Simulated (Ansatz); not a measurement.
Coupled-cluster run, C₃H₇Cl₃Si, SMILES `CC(C)[Si](Cl)(Cl)Cl`.

```yaml
crystal:
  periodic: [false, false, false]
  atoms:
    - {symbol: C, position_ang: [-1.136360, -0.537882, 0.902514]}
    - {symbol: C, position_ang: [-0.096150, -0.406294, -0.207642]}
    - {symbol: C, position_ang: [1.300837, -0.787598, 0.276901]}
    - {symbol: Si, position_ang: [-0.114306, 1.297314, -0.958262]}
    - {symbol: Cl, position_ang: [1.215073, 1.426727, -2.502185]}
    - {symbol: Cl, position_ang: [0.386855, 2.706496, 0.432563]}
    - {symbol: Cl, position_ang: [-1.966642, 1.752512, -1.685823]}
    - {symbol: H, position_ang: [-1.142764, -1.560845, 1.288889]}
    - {symbol: H, position_ang: [-0.905756, 0.128347, 1.737859]}
    - {symbol: H, position_ang: [-2.143982, -0.304630, 0.553401]}
    - {symbol: H, position_ang: [-0.377162, -1.067790, -1.038291]}
    - {symbol: H, position_ang: [1.295929, -1.810782, 0.662713]}
    - {symbol: H, position_ang: [2.043398, -0.733458, -0.521387]}
    - {symbol: H, position_ang: [1.628129, -0.131416, 1.087549]}
basis:
  gaussian: {orbitals: def2-SVP}
correlation: {method: ccsd_t}
```

```sh
$ ansatz run in.yaml --threads 2 --pin off --events-out ev --progress --plain --max-ram 32768MiB --backend cuda --devices 0, --max-vram 18GiB
```

The program prints (abridged):

```
Functional definition: HF
1443 factors; integrals over basis functions are off by at most 1.6e-3 eV
mean field evaluation 1: about -48560.3436 eV, gradient 3.3e1 eV
mean field evaluation 2: about -48560.3496 eV, gradient 3.3e1 eV
mean field evaluation 4: about -48563.4862 eV, gradient 3.4e0 eV
mean field evaluation 8: about -48563.5282 eV, gradient 1.1e-4 eV
mean field -48563.52819267 eV, -1784.6767435390 hartree, gradient 1.3e-6 eV, S^2 0.000000; 0 other end points of the search recorded, 0 dependent functions left out
23 core orbitals not correlated: weight in the atoms' cores, before any rotation towards them, 1.000 or more for the frozen orbitals, at most 0.000 for the correlated occupied ones
reference -48563.52819267 eV, -1784.6767435390 hartree; 22, 22 occupied and 104, 104 virtual orbitals, 1443 factors
second order -25.12991048 eV of doubles, -0.00000000 eV of singles
cycle   1  -26.58720538 eV  change    -1.5e0 eV  update   9.7e-2
cycle   2  -27.15351972 eV  change   -5.7e-1 eV  update   2.7e-2
cycle   3  -27.24555992 eV  change   -9.2e-2 eV  update   1.1e-2
cycle   4  -27.24529465 eV  change    2.7e-4 eV  update   2.3e-3
cycle   5  -27.24536504 eV  change   -7.0e-5 eV  update   6.4e-4
cycle   6  -27.24530191 eV  change    6.3e-5 eV  update   1.7e-4
cycle   7  -27.24528787 eV  change    1.4e-5 eV  update   5.3e-5
perturbative correction -0.73236229 eV, -0.0269138176 hartree
Total energy: -48591.50584283 eV, -1785.7049032185 hartree
```

Hardware: 2 threads of an AMD EPYC 7R13 on a shared host and a share of an NVIDIA H100 80 GB. Wall time 12 s, peak host memory 0.85 GiB.

Correlation energy per correlated electron: -0.636 eV. T1 diagnostic: 0.0082.
